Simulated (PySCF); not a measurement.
C2H7O (SMILES C[OH+]C), charge +1, singlet, at a GFN2-xTB geometry. Base run: DF-M062X/STO-3G in PySCF.

PySCF was given this input:
```python
from pyscf import gto, scf, dft

mol = gto.M(
    atom='''
C     1.10967298    0.54922356    0.04860559
O     0.03350020   -0.26768774   -0.47828916
C    -1.16420259   -0.25473849    0.33929896
H     1.40258613    0.23749568    1.05185818
H     0.76404907    1.58231963    0.06944989
H     1.95603381    0.47188039   -0.63243928
H     0.34834441   -1.19130007   -0.56990702
H    -1.90557419   -0.89344774   -0.13876942
H    -1.53957651    0.76783903    0.36394651
H    -0.96668669   -0.60019546    1.35474718
''',
    basis='sto-3g',
    charge=1,
    verbose=4,
)

mf = dft.RKS(mol)
mf.xc = 'm062x'
mf = mf.density_fit(auxbasis='def2-universal-jkfit')
mf.kernel()
mf.analyze()
```

Each row names what was changed in the base input (with any setting that the change needs).

```tsv
change	basis functions	E (Eh)	HOMO (eV)	HOMO-LUMO gap (eV)	core-seconds (rough)
base	22	-153.40243	-17.06	16.46	2
basis = pcseg-0	41	-154.83359	-17.95	13.39	3
basis = LANL2DZ	41	-155.23451	-17.78	13.45	4
basis = 3-21G	41	[?]	[?]	[?]	2
basis = 6-31+G*	68	-155.25024	-17.82	12.73	4
basis = pc-1	77	-155.22261	-17.84	13.14	5
basis = def2-SVP	77	[?]	-17.80	[?]	5
basis = cc-pVDZ	77	[?]	[?]	[?]	7
basis = aug-pcseg-1	132	-155.23139	-17.76	12.54	9
basis = def2-TZVP	135	-155.31810	-17.80	13.01	9
basis = def2-TZVPD	177	-155.31919	-17.81	12.72	10
basis = pcseg-2	188	-155.32180	-17.81	12.81	10
basis = pc-2	188	[?]	-17.81	[?]	20
```

**Question.** Fill in the missing entries.

**Answer.** 
- basis = 3-21G, E (Eh): -154.40904
- basis = 3-21G, HOMO (eV): -17.72
- basis = 3-21G, HOMO-LUMO gap (eV): 13.86
- basis = def2-SVP, E (Eh): -155.13466
- basis = def2-SVP, HOMO-LUMO gap (eV): 13.35
- basis = cc-pVDZ, E (Eh): -155.26279
- basis = cc-pVDZ, HOMO (eV): -17.71
- basis = cc-pVDZ, HOMO-LUMO gap (eV): 13.29
- basis = pc-2, E (Eh): -155.32508
- basis = pc-2, HOMO-LUMO gap (eV): 12.84

Totals compare only among sets that treat the same electrons; sets with core potentials leave the core out.
